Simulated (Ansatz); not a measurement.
Basis sets compared for (MgSe)4 ring (Mg4Se4). Total charge 0; singlet. Geometry r2SCAN-D4/def2-SVP. Ansatz on 4 threads of Arm Neoverse V1 on a shared host; times are rough, and most runs start from earlier orbitals.

```xyz
8

Mg    0.201   -0.206   -2.513
Mg   -2.510   -0.183   -0.187
Mg   -0.201    0.207    2.513
Mg    2.510    0.182    0.187
Se   -2.203   -0.373   -2.571
Se   -2.587    0.024    2.214
Se    2.203    0.369    2.571
Se    2.587   -0.020   -2.214
```

Another isomer (singlet) lies 1.97 eV lower at PBE0-D4/def2-TZVP; other spin states weren't run for this one.

Binding counts from free atoms (Mg singlet, Se triplet) in the same basis, without a counterpoise term.

```json
{"level": "PBE-D4/def2-SVP", "functions": "200", "energy (Eh)": "-10403.5696", "HOMO (eV)": "-5.61", "LUMO (eV)": "-3.03", "binding per atom (eV)": "2.59", "wall time": "5.5 s"}
{"level": "PBE0-D4/def2-SVP", "functions": "200", "energy (Eh)": "-10403.9571", "HOMO (eV)": "-6.68", "LUMO (eV)": "-2.52", "binding per atom (eV)": "2.57", "wall time": "8 s"}
```

**Question.** Estimate the rows for PBE-D4/def2-TZVP (with forces), PBE0-D4/def2-TZVP.

**Answer.** 
```csv
level,functions,energy (Eh),HOMO (eV),LUMO (eV),binding per atom (eV),wall time
PBE-D4/def2-TZVP (with forces),320,-10405.0256,-5.70,-3.13,2.57,11 s
PBE0-D4/def2-TZVP,320,-10405.4137,-6.74,-2.59,2.55,21 s
```
